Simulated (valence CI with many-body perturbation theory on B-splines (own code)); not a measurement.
## Level structure of Tb⁵²⁺

Calculated by configuration interaction combined with many-body perturbation theory (CI+MBPT): three valence electrons over a frozen Dirac-Fock core [Ne], radial functions for each j: 11 s, 11 p, 10 d, 8 f, 5 g, 2 h, with the one-electron correlation potential Σ1 (screened to all orders), the two-electron term Σ2, the three-electron term Σ3, Breit, model QED; selected single and double excitations, second order for the rest, scaled by the run's own slope (own B-spline code, finite nucleus).

The last digits are not significant, and no measured levels were compared; by estimate large intervals hold to a few tenths of a per cent, small ones and those within an open d or f shell to about a per cent.

Levels 91 to 135 of 157, with energies above the lowest level, (3s^2 3p1/2) J=1/2. "Leading %" is the weight of the configuration and term that name the level; weights of strongly mixed levels are sums over their largest components and can fall short, so below about 35 % the name and the second component can differ from the true leading terms, or belong to a minority configuration. In the jj column 3d3/2^4 stands for four electrons in 3d with j = 3/2. Lifetimes count E1, E2, E3, M1 and M2 decay at the calculated energies, and are blank where another channel may lead or the interval is too uncertain; long ones can be off by a factor of two.

```
No.  Configuration  Term     J  E (eV)  Leading %  Second component  Lifetime                Leading jj
 91         3p2 3d    2P   1/2  1100.6         47    33 % 3p2 3d 2S    647 fs      3p3/2^2 3d5/2 (91 %)
 92         3p 3d2   2P°   3/2  1103.0         29   27 % 3p 3d2 4D°    879 fs  3p1/2 3d3/2 3d5/2 (96 %)
 93         3p2 3d    2D   5/2  1112.7         77    15 % 3p2 3d 4D    778 fs      3p3/2^2 3d5/2 (99 %)
 94         3p2 3d    2P   3/2  1125.0         44    27 % 3p2 3d 2D    598 fs      3p3/2^2 3d5/2 (92 %)
 95         3p 3d2   2F°   7/2  1125.3         34   29 % 3p 3d2 4D°   2.84 ps      3p1/2 3d5/2^2 (94 %)
 96         3p2 3d    2D   5/2  1126.7         52    19 % 3p2 3d 2F    618 fs      3p3/2^2 3d5/2 (91 %)
 97         3p 3d2   4G°   9/2  1127.7         31   27 % 3p 3d2 2H°   4.38 ps      3p1/2 3d5/2^2 (95 %)
 98         3p 3d2   2P°   3/2  1133.8         29   25 % 3p 3d2 4P°   2.64 ps      3p1/2 3d5/2^2 (98 %)
 99         3p 3d2   2F°   5/2  1135.1         39   23 % 3p 3d2 4D°   3.29 ps      3p1/2 3d5/2^2 (97 %)
100         3p 3d2   2P°   1/2  1159.2         74   18 % 3p 3d2 4D°   2.32 ps      3p1/2 3d5/2^2 (95 %)
101         3p 3d2   4F°   3/2  1228.2         32   23 % 3p 3d2 4D°    517 fs      3p3/2 3d3/2^2 (98 %)
102         3p 3d2   4F°   5/2  1234.0         39   20 % 3p 3d2 2F°    546 fs      3p3/2 3d3/2^2 (90 %)
103         3p 3d2   4D°   1/2  1235.4         75   20 % 3p 3d2 2P°    507 fs      3p3/2 3d3/2^2 (98 %)
104         3p 3d2   2G°   7/2  1236.1         31   23 % 3p 3d2 2F°    567 fs      3p3/2 3d3/2^2 (91 %)
105         3p 3d2   4D°   3/2  1255.0         26   19 % 3p 3d2 4P°    519 fs      3p3/2 3d3/2^2 (81 %)
106         3p 3d2   4G°   9/2  1259.0         52   23 % 3p 3d2 4F°    861 fs  3p3/2 3d3/2 3d5/2 (98 %)
107         3p 3d2   2F°   7/2  1263.2         34   30 % 3p 3d2 4F°    797 fs  3p3/2 3d3/2 3d5/2 (98 %)
108         3p 3d2   4G°  11/2  1269.2         60   40 % 3p 3d2 2H°   1.10 ps  3p3/2 3d3/2 3d5/2 (83 %)
109         3p 3d2   4P°   5/2  1272.9         43   39 % 3p 3d2 4D°    780 fs  3p3/2 3d3/2 3d5/2 (98 %)
110         3p 3d2   2S°   1/2  1274.1         46   30 % 3p 3d2 4P°    698 fs  3p3/2 3d3/2 3d5/2 (98 %)
111         3p 3d2   4D°   3/2  1276.2         42   18 % 3p 3d2 2D°    663 fs  3p3/2 3d3/2 3d5/2 (92 %)
112         3p 3d2   2F°   5/2  1276.3         49   39 % 3p 3d2 4D°    709 fs  3p3/2 3d3/2 3d5/2 (98 %)
113         3p 3d2   4D°   7/2  1279.7         37   31 % 3p 3d2 2G°    807 fs  3p3/2 3d3/2 3d5/2 (95 %)
114         3p 3d2   2G°   7/2  1290.0         39   24 % 3p 3d2 4D°    720 fs  3p3/2 3d3/2 3d5/2 (83 %)
115         3p 3d2   2D°   5/2  1293.5         58   14 % 3p 3d2 4P°    691 fs  3p3/2 3d3/2 3d5/2 (81 %)
116         3p 3d2   2P°   3/2  1295.6         41   33 % 3p 3d2 2D°    651 fs  3p3/2 3d3/2 3d5/2 (92 %)
117         3p 3d2   2G°   9/2  1296.4         75   20 % 3p 3d2 2H°    787 fs  3p3/2 3d3/2 3d5/2 (91 %)
118         3p 3d2   2D°   3/2  1305.7         55   17 % 3p 3d2 4S°    628 fs  3p3/2 3d3/2 3d5/2 (89 %)
119         3p 3d2   2H°  11/2  1306.2         60   40 % 3p 3d2 4G°   1.61 ps      3p3/2 3d5/2^2 (83 %)
120         3p 3d2   2D°   5/2  1306.4         47   30 % 3p 3d2 2F°    769 fs  3p3/2 3d3/2 3d5/2 (72 %)
121         3p 3d2   2P°   1/2  1311.9         78    8 % 3p 3d2 4D°    659 fs  3p3/2 3d3/2 3d5/2 (77 %)
122         3p 3d2   2F°   7/2  1316.1         52   34 % 3p 3d2 4D°   1.31 ps      3p3/2 3d5/2^2 (91 %)
123         3p 3d2   2F°   5/2  1317.1         52   26 % 3p 3d2 2D°    952 fs      3p3/2 3d5/2^2 (62 %)
124         3p 3d2   4F°   9/2  1318.4         51   47 % 3p 3d2 2G°   1.13 ps      3p3/2 3d5/2^2 (92 %)
125         3p 3d2   2P°   1/2  1334.4         78   13 % 3p 3d2 2S°    907 fs      3p3/2 3d5/2^2 (79 %)
126         3p 3d2   2F°   7/2  1345.6         56   14 % 3p 3d2 4D°    945 fs      3p3/2 3d5/2^2 (93 %)
127         3p 3d2   2P°   3/2  1347.0         74    9 % 3p 3d2 2D°   1.16 ps      3p3/2 3d5/2^2 (97 %)
128         3p 3d2   2D°   5/2  1347.9         64   15 % 3p 3d2 2F°    966 fs      3p3/2 3d5/2^2 (96 %)
129         3p 3d2   2P°   3/2  1362.7         56   21 % 3p 3d2 2D°    819 fs      3p3/2 3d5/2^2 (90 %)
130            3d3    4F   3/2  1420.5         52       35 % 3d3 2D    513 fs            3d3/2^3 (96 %)
131            3d3    4F   5/2  1456.2         85       13 % 3d3 2D    694 fs      3d3/2^2 3d5/2 (98 %)
132            3d3    4P   3/2  1463.5         40       29 % 3d3 2P    653 fs      3d3/2^2 3d5/2 (97 %)
133            3d3    2H   9/2  1464.8         44       42 % 3d3 2G    805 fs      3d3/2^2 3d5/2 (98 %)
134            3d3    2G   7/2  1464.9         47       39 % 3d3 4F    751 fs      3d3/2^2 3d5/2 (94 %)
135            3d3    4P   1/2  1468.7         60       39 % 3d3 2P    644 fs      3d3/2^2 3d5/2 (99 %)
```
